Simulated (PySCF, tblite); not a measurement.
Isomers of C4H6F3O2 (doublet state), one GFN2-xTB conformer each. Single-point energies are computed at B3LYP/pcH-1 (PySCF, gas phase, no added dispersion term), electronic only. GFN2-xTB treats the open shell by occupation alone, and not every SCF solution was tested for stability.

Task: Rank them by B3LYP/pcH-1 energy, lowest first (kcal/mol).
A. `[CH3:1][C@@H:2]([CH:3][OH:4])[O:5][C:6]([F:7])([F:8])[F:9]` (doublet state) with C1–C2–C3–O4 61°, C2–C3–O4–H 4°, C1–C2–O5–C6 106°
B. `[CH3:1][C:2]([OH:3])[CH2:4][O:5][C:6]([F:7])([F:8])[F:9]` (doublet state) with C1–C2–O3–H 168°, C1–C2–C4–O5 -102°, C2–C4–O5–C6 77°

Result: B (0.0), A (2.9).

Neighbours under 5.0 kcal/mol apart (C[C](O)COC(F)(F)F and C[C@@H]([CH]O)OC(F)(F)F) can change places with a better method, another conformer or zero-point energy. GFN2-xTB itself gives, in the same order: 0.0, 3.4. Both levels put the same isomer lowest.

Task: What happens when harmonic zero-point energies from GFN2-xTB frequencies are added?

Result: 
```tsv
SMILES	ZPE (kcal/mol)	electronic (kcal/mol)	with ZPE (kcal/mol)
C[C](O)COC(F)(F)F	62.4	0.0	0.0
C[C@@H]([CH]O)OC(F)(F)F	62.5	2.9	3.0
```

The zero-point energies span 0.1 kcal/mol. The order is unchanged.

Task: As an exercise, what shares would exp(−E/RT) give at 1000 K from these electronic energies alone (no entropy, no degeneracies)?

Result: RT = 1.987 kcal/mol: C[C](O)COC(F)(F)F 81.4 %, C[C@@H]([CH]O)OC(F)(F)F 18.6 %.
